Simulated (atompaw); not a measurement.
# What one change does to a pseudopotential (antimony, PAW (atompaw))

antimony (Sb), PAW, made with atompaw 4.2.0.5 (PBE, scalar-relativistic). Core [Kr] 4d10, reference 5s2 5p1 (charge +2). Waves: 5s (bound): rc 2.45 bohr; 5s channel at -0.65 Ry: rc 2.45 bohr; 5p (bound): rc 2.45 bohr; 5p channel at -0.75 Ry: rc 2.45 bohr; 5d channel at 0.1 Ry: rc 2.05 bohr; 5d channel at 0.55 Ry: rc 2.45 bohr. Local part: bessel scheme, radius 1.65 bohr. Core correction: smooth core density matched at 1.45 bohr. Augmentation charge: besselshape compensation charge, radius 1.95 bohr; PAW radius 2.45 bohr; waves and projectors: custom polynom2 7 10 vanderbiltortho.

Change: augmentation besselshape compensation charge, radius 1.95 bohr; PAW radius 2.45 bohr; waves and projectors: custom rrkj vanderbiltortho.

Cutoffs: the cutoffs (Ry, on a coarse ladder) from which the occupation-weighted sum of valence levels, in a spherical-Bessel basis at the reference potential, stays within 10 and 1 mRy of its value at 400 Ry; they do not see the model core or the augmentation charge, which bear on the density cutoff.

Task: What does the change do?

Result: The potential gets softer (10 Ry and 25 Ry → 6 Ry and 10 Ry); the bound ghost in d disappears; the range in which the d phases agree narrows (upper end at the end of the scan → 2.5).

| quantity | base | changed |
| --- | --- | --- |
| cutoff, loose | 10 Ry | 6 Ry |
| cutoff, tight | 25 Ry | 10 Ry |
| loose cutoff by channel (10 mRy a level) | s 8 Ry, p 10 Ry | s 6 Ry, p 6 Ry |
| bound ghosts | d | none |
| s: phases at 2.45 bohr within 0.05 rad from the reference energy up to (Ry; the scan ends near 5) | 2.1 | 1.8 |
| p: phases at 2.45 bohr within 0.05 rad from the reference energy up to (Ry; the scan ends near 5) | 3.4 | 3.2 |
| d: phases at 2.45 bohr within 0.05 rad from the reference energy up to (Ry; the scan ends near 5) | to the end of the scan | 2.5 |
| lowest overlap eigenvalue by channel | s 0.72, p 0.93, d 0.25 | s 0.34, p 0.55, d 0.06 |

 A true bound ghost makes a file unfit for plane-wave use even where its test errors are small: the radial tests pick states by their node count and pass the ghost by. The cutoffs see the waves, projectors and local potential, not the compensation charge or the core.
